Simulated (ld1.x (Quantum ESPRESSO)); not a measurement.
# lead: one change to a TM potential, before and after

| Quantity | Value |
| --- | --- |
| Element | Pb (Z = 82) |
| Generator | ld1.x (Quantum ESPRESSO) 7.5 |
| Type | norm-conserving Troullier–Martins (Kleinman–Bylander form) |
| Functional | PBEsol |
| Relativity | scalar-relativistic |
| Frozen core | [Xe] 4f14 |
| Valence charge | 14 |
| Reference configuration | 5d10 6s2 6p1 (charge +1) |
| Partial waves | 6p (bound): rc 2.70 bohr; 5d (bound): rc 1.30 bohr; 5f channel at -0.1 Ry: rc 2.65 bohr; 6s (bound): rc 1.80 bohr |
| Local potential | the s channel |
| Core correction | a·sin(br)/r model core, default radius (core density twice the valence density) |

Change: local potential the d channel.

Cutoffs: the cutoffs (Ry, on a coarse ladder) from which the occupation-weighted sum of valence levels, in a spherical-Bessel basis at the reference potential, stays within 10 and 1 mRy of its value at 400 Ry; they do not see the model core or the augmentation charge, which bear on the density cutoff. Errors are all-electron minus pseudo energies relative to the spin-unpolarised reference configuration.

**Question.** What does the change do?

**Answer.** The potential gets neither clearly harder nor softer (80 Ry and 100 Ry → 80 Ry and 100 Ry); a bound ghost appears in p, s, which as a rule spoils a file; the number of tests that count goes from 7 to 6; of the 6 tests that both files solve, the error grows in 1 and shrinks in 2 by more than 15 % and 0.3 meV (median size 5.7 → 6.4 meV); the range in which the p phases agree widens (upper end 2.1 → 3.4); the range in which the d phases agree widens (upper end 0.0 → at the end of the scan). In the separable form a ghost depends on how the local part lies against the semilocal potential of the channel, so the choice of the local part can create or remove one.

```tsv
quantity	base	changed
cutoff, loose	80 Ry	80 Ry
cutoff, tight	100 Ry	100 Ry
loose cutoff by channel (10 mRy a level)	p 8 Ry, d 45 Ry, s 18 Ry	s 18 Ry, p 6 Ry, d 45 Ry
bound ghosts	none	s, p
tests counted (converged, no solver errors)	7 of 7	6 of 7
error for 5d10 6s2 6p2, meV [ΔE -6.60 eV]	+3.1	-0.5
error for 5d10 6s2 6p0, meV [ΔE 13.45 eV]	-9.8	-10
error for 5d10 6s1 6p0, meV [ΔE 45.93 eV]	-37	-37
error for 5d10 6s1 6p3, meV [ΔE 2.17 eV]	-5.7	-5.1
error for 5d10 6s2 6p2.3, meV [ΔE -7.40 eV]	+3.7	-2.0
error for 5d10 6s1 6p2, meV [ΔE 9.58 eV]	-5.8	-7.8
s: phases at 2.97 bohr within 0.05 rad from the reference energy up to (Ry; the scan ends near 5)	1.1	1.3
p: phases at 2.97 bohr within 0.05 rad from the reference energy up to (Ry; the scan ends near 5)	2.1	3.4
d: phases at 2.97 bohr within 0.05 rad from the reference energy up to (Ry; the scan ends near 5)	0.0	to the end of the scan
f: phases at 2.97 bohr within 0.05 rad from the reference energy up to (Ry; the scan ends near 5)	2.8	2.9
```

Changed file: Tests not counted: 5d9 6s2 6p2 (solver errors, printed error -15.5 eV). A true bound ghost makes a file unfit for plane-wave use even where its test errors are small: the radial tests pick states by their node count and pass the ghost by. Where a test does run into it, the solver fails or the error is huge.
